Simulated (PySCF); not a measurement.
H₄Si₂, SMILES [SiH][SiH3] (connectivity only; charge and spin as stated), neutral, multiplicity 1. Heavy atoms are numbered as in [SiH:1][SiH3:3]. Hydrogens are named by the atom that carries them.

Geometry optimised at ωB97X-D3(BJ)/def2-TZVP. The isomer is the one that the SMILES or the coordinates give; other isomers of the formula were not compared.

All values below come from PBE/pcSseg-2 (PySCF).

GIAO shieldings, no solvent; atoms alike by connectivity are averaged. δ = σ(ref) − σ: ²⁹Si against TMS (σ = 324.1 ppm); ¹H against TMS (σ = 31.47 ppm), references at their B3LYP-D3(BJ)/def2-TZVP geometries, non-relativistic.

Q: Estimate the chemical shifts. (The exact figures need the calculation; the answer reports its results.)

A: 
```json
[
 {"nucleus": "²⁹Si", "atoms": "Si1 (SiH)", "count": "1", "δ (ppm)": "1144.6"},
 {"nucleus": "²⁹Si", "atoms": "Si3 (SiH3)", "count": "1", "δ (ppm)": "-82.1"},
 {"nucleus": "¹H", "atoms": "H on Si1", "count": "1", "δ (ppm)": "21.11"},
 {"nucleus": "¹H", "atoms": "H on Si3", "count": "3", "δ (ppm)": "4.56"}
]
```
